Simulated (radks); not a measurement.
Question: Excited configurations of Sb3+: one electron is placed in a higher orbital outside [Kr] 4d10 5s1. The ground configuration is [Kr] 4d10 5s2. Method: scalar-relativistic Kohn-Sham, LDA (Slater exchange, Perdew-Wang correlation), spin-polarised, spherical densities, finite nucleus; open shells are filled with parallel spins first (spin-orbit coupling, left out, can overturn this in heavy ions); Fermi nuclear charge, rms radius 4.6802 fm; computed with a radial shooting solver on a logarithmic mesh with Libxc functionals. Excitation = E - E(ground); binding = E(ion) - E, where the ion is the core of charge +4; n* = 4/sqrt(2 binding) in atomic units, and the quantum defect is n - n*.

outer orbital  excitation (eV)  binding (eV)     n*  quantum defect  eigenvalue (eV)  <r> (bohr)
4f                      28.221        16.286  3.656           0.344          -13.096       3.233
5d                      22.384        22.123  3.137           1.863          -18.974       3.143
5f                      33.678        10.829  4.484           0.516           -9.289       6.001
6p                      27.101        17.406  3.536           2.464          -15.494       4.638
6d                      31.841        12.667  4.146           1.854          -11.201       5.953
6f                      37.025         7.483  5.394           0.606           -6.577       9.506
7s                      32.292        12.216  4.221           2.779          -10.974       6.870
7p                      33.870        10.638  4.524           2.476           -9.539       7.661
7f                      39.068         5.440  6.326           0.674           -4.842       13.76

Estimate the row for 6s.

Answer: excitation (eV) 23.726; binding (eV) 20.782; n* 3.237; quantum defect 2.763; eigenvalue (eV) -18.558; <r> (bohr) 4.074. The Delta-SCF ionisation energy is 44.508 eV (NIST Atomic Spectra Database: 43.80 eV, measured). Self-interaction in the functional shifts the binding energies and quantum defects, so they are the method's values and not measured ones.
